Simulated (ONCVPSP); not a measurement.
## Sb (Z = 51), ONCV: configuration errors across variants

Sb (Z = 51), optimised norm-conserving Vanderbilt (ONCV), made with ONCVPSP 4.0.1 (LDA (Perdew-Zunger), fully relativistic). Core [Ar] 3d10, reference 4s2 4p6 4d10 5s2 5p3. Waves: 4s+5s: rc 1.05 bohr, ncon 5, nbas 10, qcut 9.5 1/bohr, 2 projectors; 4p+5p: rc 1.15 bohr, ncon 4, nbas 8, qcut 14.3 1/bohr, 2 projectors; 4d: rc 0.90 bohr, ncon 4, nbas 7, qcut 9.6 1/bohr, 1 projector. Local part: polynomial inside 0.60 bohr (lpopt 5, dvloc0 2 Ha). Core correction: Teter function, fcfact 4, rcfact 1.55.

Open shells are filled in proportion to 2j + 1.

All-electron excitation energies from the reference (eV): (1) 4s2 4p6 4d10 5s2 5p2 8.538; (2) 4s2 4p6 4d10 5s2 5p1 24.813; (3) 4s2 4p6 4d10 5s2 5p0 49.625; (4) 4s2 4p6 4d10 5s0 5p5 16.588.

3 further variants failed, have other tests or another functional or relativity, and are left out.

A true bound ghost makes a file unfit for plane-wave use even where its test errors are small: the radial tests pick states by their node count and pass the ghost by.

Errors AE − PS in meV (a dash: test not solved or not reliable):

```csv
change,(1),(2),(3),(4),bound ghosts,GHOST(+) flags above zero
base,+0.6,+1.6,+2.8,+0.7,s,"p3/2, p1/2"
"core correction Teter function, fcfact 4, rcfact 1.68",+0.6,+1.6,+2.8,+0.6,s,"p3/2, p1/2"
core correction none,+0.6,+1.6,+3.0,+0.9,s,"p3/2, p1/2"
s: rc 1.16,+0.6,+1.6,+3.0,-0.4,s,"p3/2, p1/2"
```

Problem. Give the same row for: local potential polynomial inside 0.60 bohr (lpopt 5, dvloc0 6 Ha).

Solution. +0.6, +1.6, +2.8, +0.9; bound ghosts: s; GHOST(+) flags above zero: p3/2, p1/2.
